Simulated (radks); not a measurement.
Values are calculated unless marked as measured or tabulated.
Question: Level of theory: Dirac Kohn-Sham, PBE, spin-unpolarised, spherical densities, finite nucleus; open shells fill j = l - 1/2 first; Fermi nuclear charge, rms radius of each element as measured or else 0.836 A^(1/3) + 0.57 fm (a radial shooting solver on a logarithmic mesh with Libxc functionals). Each species is in its NIST ground configuration. Rank Xe3+, Pd3+, Rb3+, Ag3+, Sn3+, Zr3+, Cd3+, Sb3+, I3+, Te3+, In3+, Rh3+, Ru3+, Mo3+, Tc3+, Sr3+, Nb3+ by Delta-SCF ionisation energy (eV), largest first.

Answer: Sr3+ 56.835, In3+ 56.004, Cd3+ 53.701, Rb3+ 53.122, Ag3+ 51.378, Pd3+ 49.029, Rh3+ 46.651, Sb3+ 44.290, Ru3+ 44.236, Tc3+ 42.164, Xe3+ 41.567, Sn3+ 41.122, I3+ 40.318, Mo3+ 39.626, Te3+ 37.334, Nb3+ 37.020, Zr3+ 34.325.
